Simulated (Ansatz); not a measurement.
`[GeH3][SnH3]` + CH₃OH → `O[CH2][GeH3]` + `[SnH4]`  (formal exchange of groups at a Ge–Sn bond)

Gas-phase electronic energies from Ansatz, PBE0-D4/def2-TZVP geometries. CCSD(T)/CBS is the MP2 limit (def2-TZVPP, def2-QZVPP) plus CCSD(T) − MP2 in def2-TZVPP, frozen cores. This one scheme is used for every species. def2 core potentials past Kr. For Ge, Sn outer-core shells are correlated without core-valence functions, which leaves a few kJ/mol of doubt a bond. Scalar relativity is left out up to krypton. Each species was taken in one conformer, which may not be the lowest.

```
       species  CCSD(T)/CBS(def2) energy (Eh)
`[GeH3][SnH3]`                    -2293.72326
         CH₃OH                     -115.61712
`O[CH2][GeH3]`                    -2192.91927
      `[SnH4]`                     -216.39156
```

Question: Work out ΔE.

Answer: ΔE = (-2192.91927) + (-216.39156) − (-2293.72326) − (-115.61712) = 0.02955 Eh = +18.5 kcal/mol.

Largest T1 diagnostic among the species: 0.013.

Leaving LDA and LC-ωPBE aside and taking each functional with its dispersion term where it has one, the values, not all of them listed here, spread over 3.5 kcal/mol, from B97M-V to HSE06-D4. LDA lies −1.4 kcal/mol from PBE without D4. At CCSD(T), def2-SVP lies −1.3 kcal/mol from the extrapolated value and def2-TZVPP −2.0 kcal/mol.
